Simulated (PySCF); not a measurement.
Species: C₄H₄FNO.
Cartesian coordinates in Å at the GFN2-xTB level; atoms count from 1:
```xyz
11
C4H4FNO angstrom
N     -2.4176    0.2787    0.4791
C     -1.6039   -0.7072    0.0310
O     -1.9895   -1.7892   -0.3453
C     -0.2044   -0.3313    0.0498
C      0.9823   -0.1387    0.0190
C      2.3863    0.2094    0.0286
F      2.5742    1.4912    0.4965
H     -2.0580    1.1650    0.7860
H     -3.4098    0.1128    0.5082
H      2.9456   -0.4611    0.6925
H      2.8004    0.1732   -0.9864
```

Method used: TDDFT PBE0/def2-SVPD, vertical, gas phase, core orbitals frozen in the response in PySCF.

| state | λ (nm) | E (eV) | f | \|μ\| (D) | symmetry | main configurations (H = HOMO, L = LUMO) |
| --- | --- | --- | --- | --- | --- | --- |
| S1 | 249.0 | 4.98 | 0.0000 | 0.04 | – | H→L (98%) |
| S2 | 206.6 | 6.00 | 0.026 | 1.08 | A′ | H-2→L (54%), H→L+1 (35%) |
| S3 | 204.9 | 6.05 | 0.0000 | 0.03 | – | H-3→L (74%), H-2→L+1 (23%) |
| S4 | 198.4 | 6.25 | 0.0018 | 0.28 | – | H-2→L+1 (73%), H-3→L (24%) |
| S5 | 192.8 | 6.43 | 0.117 | 2.19 | A′ | H-1→L (68%), H→L+1 (11%), H-2→L (10%) |
| S6 | 181.5 | 6.83 | 0.0025 | 0.31 | A″ | H-1→L+1 (98%) |
| S7 | 176.5 | 7.02 | 0.150 | 2.37 | A′ | H→L+1 (44%), H-1→L (24%), H-3→L+1 (14%) |
| S8 | 166.5 | 7.45 | 0.023 | 0.91 | A′ | H→L+2 (91%) |

Triplets (Tamm–Dancoff): T1 4.52 eV, H→L (96%); T2 4.66 eV, H-2→L (61%), H-1→L (26%); T3 4.89 eV, H-1→L (68%), H-2→L (20%).

The lowest singlet comes at 249 nm (480 kJ/mol) in the ultraviolet; it is dark (f under 0.0005); its leading configuration is HOMO→LUMO (98%). The most intense listed level is S7 at 7.02 eV (177 nm, f = 0.150), 2.04 eV above S1. Löwdin shares by element: HOMO oxygen 66%, carbon 27% or more; LUMO carbon 59% or more, oxygen 18% (atoms not listed hold the other 23%). The oscillator strengths of these states sum to 0.320; summed over the whole spectrum of an exact calculation they would give the number of electrons, 52 (Thomas–Reiche–Kuhn). Orbital energies (eV): HOMO-3 -9.11, HOMO-2 -8.52, HOMO-1 -8.38, HOMO -8.03, LUMO -1.08, LUMO+1 -0.34, LUMO+2 0.47. Of the 8 states listed, 4 reach f = 0.01 and 2 stay under 0.0005. Symmetry labels in Cs follow from the direction of the transition dipole and are given only for states with f of 0.002 or more. Only the lowest 8 singlets were computed, as vertical energies without vibronic structure.

One conformer stands for the species.
